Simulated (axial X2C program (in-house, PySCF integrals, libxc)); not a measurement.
**Which molecule gave these maps?**

PBE0 fields computed with an in-house all-electron X2C program for linear molecules (integrals from PySCF), two-component, near the equilibrium distance, one atom at z = 0.

The maps cover the half plane through the axis: z from -2.4 to 3.9 Å along the bond, ρ from 0.15 to 2.25 Å away from it (steps of 0.3 Å, the bottom row nearest the axis).

log10 of the density in e/bohr³:

digits 0 to 9 span -4.52 to 1.72 evenly
```
1222222332222221111000
2222333333333222211100
2223333343333333222110
2233344444444443332211
2233444555544444433221
2333445666555555443321
2333456777666665543322
2334457898766776544322
```

Electron localisation function (collinear form, no current term, damped to 0 at low density):

digits 0 to 9 span 0.00 to 1.00 evenly
```
3456655433210000000000
5666554433211000000000
6665443332222222221000
6654322222234445554200
7643212332246677776520
6532113565347788998741
6531126757557359999862
6421147161655728999863
```

Axial spin density in 10⁻³ e/bohr³:

digits 0 to 9 span -5.31 to 5.31 evenly, values beyond are clipped
```
4444445555554444444555
4444455555554444444555
4444555666554444444555
4444557898754444444555
4444569999963233444555
4444589999961002445555
4444589999940002455555
4444569999930004555555
```

Problem. Which molecule is it?
A. SeN⁻
B. PF⁺
C. RuC⁻
D. BTe⁻

Solution. C. RuC⁻, with Ru at z = 0 and C at z = 1.622 Å, state Ω = 5/2 (⟨Sz⟩ = 0.50, ⟨Lz⟩ = 2.00 at PBE0), basis Ru dyall-acv3z [13s13p9d5f3g], C dyall-av3z [8s7p3d2f] (cores contracted in-house). The state is one determinant whose occupation by symmetry is held fixed; it was picked as the lowest of a PBE0 search that is not exhaustive. Density functionals use the spin component along the axis (collinear). The functionals have no current-density term, which raises determinants with orbital currents, atoms included. The highest occupied level of some functionals is positive through self-interaction error; at Hartree–Fock it is bound. The determinant is spin-polarised beyond a pure state at some levels (its spin-free form has ⟨S²⟩ too high), which makes Re and μ there less reliable. The lowest spin-free determinant has another configuration (M_S = 1/2, Λ = 0), so the order of states is uncertain and this need not be the ground state.
